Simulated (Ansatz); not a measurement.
```xyz
2

S     0.0000    0.0000    0.0000
O     0.0000    0.0000    2.9600
```

Basis set: pcseg-2 (spherical functions). Charge 0, multiplicity 3.

Computed with Ansatz (development build ahead of 0.2.0); each method stands on the lowest determinant of its kind that the runs found. Restricted functionals stand beside restricted open-shell atoms, which can lie above the unrestricted atoms usual in DFT and then raise those values.

Task: Give the atomization energy at this shape (free ground-state atoms in the same class of orbitals less the molecule, no zero-point energy) of triplet SO by PBE0 (unrestricted), PBE0 (restricted open-shell), UHF.

Result:

| method | atomization energy |
| --- | --- |
| PBE0 (unrestricted) | -24.9 kJ/mol |
| PBE0 (restricted open-shell) | -142.2 kJ/mol |
| UHF | -47.1 kJ/mol |

Caution: the shape is not the minimum. Caution for PBE0 (unrestricted), UHF: the unrestricted determinant is a mixture of spin states. Caution for PBE0 (restricted open-shell): an unrestricted determinant lies well below; the molecule lies well above its atoms at this level.
